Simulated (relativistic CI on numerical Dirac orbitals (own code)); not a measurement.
# One change at a time: Pd38+

Base calculation: Dirac-Coulomb-Breit CI, KLI orbitals optimised for each configuration, model QED, unscaled Slater integrals.

Configurations in the expansion (outside the closed core 1s2): 2s2 2p4, 2s 2p5, 2p6, 2p5 3s, 2p5 3p, 2p5 3d, 2s2 2p3 3s, 2s2 2p3 3p, 2s2 2p3 3d, 2s 2p4 3s, 2s 2p4 3p, 2s 2p4 3d, 2s2 2p3 4s, 2s2 2p3 4p, 2s2 2p3 4d, 2s2 2p3 4f, 2s 2p4 4s, 2s 2p4 4p, 2s 2p4 4d, 2s 2p4 4f, 2s2 2p2 3s2, 2s2 2p2 3s 3p, 2s2 2p3 5s, 2s2 2p3 5p, 2s2 2p3 5d, 2s2 2p3 5f, 2s2 2p3 5g, 2s2 2p2 3s 3d, 2s2 2p2 3p2, 2s2 2p2 3p 3d, 2s 2p3 3s2, 2s2 2p2 3d2, 2s 2p3 3s 3p, 2s 2p3 3s 3d, 2s 2p3 3p2, 2s 2p4 5s. Levels of other configurations are missing.

Variants: (1) Breit term removed. Shifts of the energy above 2s2 2p4 3P_2, in eV, for the lowest level and the first level of each name with at least 55 % of one term (blank where a level changes its place among those of its configuration and J or its character, or is not in the variant):

| Level | Base | Δ(1) |
| --- | --- | --- |
| 2s2 2p4 3P_2 | 0.00 | 0.00 |
| 2s2 2p4 1S_0 | 29.81 | -1.74 |
| 2s2 2p4 3P_1 | 161.90 | +1.72 |
| 2s2 2p4 1D_2 | 177.10 | +3.40 |
| 2s2 2p4 3P_0 | 350.06 | +4.16 |
| 2s 2p5 3P°_2 | 374.07 | -0.40 |
| 2s 2p5 3P°_1 | 415.27 | -0.70 |
| 2s 2p5 3P°_0 | 542.55 | +1.49 |
| 2s 2p5 1P°_1 | 573.34 | +2.15 |
| 2p6 1S_0 | 820.42 | -1.67 |
| 2s2 2p3 3p 3P_0 | 3273.59 | +2.09 |
| 2s2 2p3 3s 3D°_3 | 3304.84 | +7.69 |
| 2s2 2p3 3s 1D°_2 | 3309.73 | +8.35 |
| 2s2 2p3 3s 3P°_0 | 3329.80 | +4.71 |

At this charge energies of transitions that change n are usually good to better than 1 %, and those within a shell (Δn = 0) to a few per cent.

Ionisation energy from the two ground configurations alone: base 5679.26 eV; Breit term removed 5683.14 eV. The NIST ASD value (semi-empirical) is 5683 eV.

LS names give the leading component of a level, which can be under half, so a name can repeat, a term be missing and a line seem to break the LS rules.
